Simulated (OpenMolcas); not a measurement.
## Sn I: terms and fine structure

```yaml
Program: OpenMolcas 26.06
Method: "SS-RASPT2, IPEA 0.25 Eh, imaginary shift 0.1 Eh (closed shells correlated: 4d 5s)"
Basis: ANO-RCC-VQZP [8s7p5d3f2g]
Scalar_Hamiltonian: DKH2, point nucleus
Active_space: 2 electrons in 9 orbitals (RAS2 5p; RAS3 5d 6s, at most 1 electron)
State_averaging: 2S+1 = 3 even, 3 roots; 2S+1 = 1 even, 6 roots; 2S+1 = 3 odd, 10 roots; 2S+1 = 1 odd, 8 roots
Spin-orbit_coupling: RASSI with atomic mean-field integrals over the reference wave functions, term energies averaged over their components
```

Spin-free terms above the lowest, with the occupations of the reference:

| Configuration | Term | E (cm-1) | Occupations |
| --- | --- | --- | --- |
| 5s2 5p2 | 3P | 0.0 | 5p 2.00 |
| 5s2 5p2 | 1D | 5600 | 5p 2.00 |
| 5s2 5p2 | 1S | 17030 | 5p 2.00 |
| 5s2 5p 6s | 3P* | 42120 | 5p 1.00 6s 1.00 |
| 5s2 5p 6s | 1P* | 44050 | 5p 1.00 5d 0.05 6s 0.95 |

With spin-orbit coupling, above the lowest level:

```
Configuration  Term  J  E (cm-1)  Measured (cm-1)      g  Term weight %  Second
      5s2 5p2    3P  0       0.0              0.0                    98        
      5s2 5p2    3P  1      1397             1692  1.501            100        
      5s2 5p2    3P  2      3010             3428  1.465             93    7 1D
      5s2 5p2    1D  2      8380             8613  1.036             93    7 3P
      5s2 5p2    1S  0     19820            17162                    98        
    5s2 5p 6s   3P*  0     42460            34641                   100        
    5s2 5p 6s   3P*  1     42890            34914  1.429             86  14 1P*
    5s2 5p 6s   3P*  2     45540            38629  1.501            100        
    5s2 5p 6s   1P*  1     47040            39257  1.072             86  14 3P*
```

Against the 8 measured excited levels shown (NIST Handbook of Basic Atomic Spectroscopic Data) the mean absolute deviation is 4300 cm-1; the largest miss in energy is 5s2 5p 6s 3P* 1: computed 42890, measured 34914 cm-1 (+22.8 %).

Spin-orbit coupling puts the lowest level 2397 cm-1 below the lowest spin-free term.

For 3P the intervals divided by the larger J are 1396.6, 807.2 cm-1. Landé's interval rule makes them equal in pure LS coupling; they differ by 53 % of their mean. The multiplet is regular.

CASPT2 breaks the degeneracy within a term, and the mean is taken; among the terms shown or strongly mixed into the levels shown the widest spread is 73 cm-1 (5s2 5p2 1D). ANO sets are built for valence states and can reach diffuse excited orbitals poorly, and with the s shell closed the s pⁿ⁺¹ terms that mix with these levels are absent. With the s shell closed, the reference lacks s² → p² mixing. Some terms miss by over 15 % even with CASPT2, which points to a basis or an active space too small for the shells correlated. Computed and measured levels are paired by configuration, term and J; levels that our copy of the source lacks, or whose pairing is in doubt (as where it misses far off the trend of its configuration), stay unpaired and out of the deviations. Only configurations of the active space appear. The first state left out of the spin-orbit step lies near 64000 cm-1 above the lowest spin-free state of the reference (among the parities and spins computed), and the list stops at four fifths of that energy or lower.

The term weight is that of the spin-free term in the level, not the purity of its configuration. * marks odd parity.
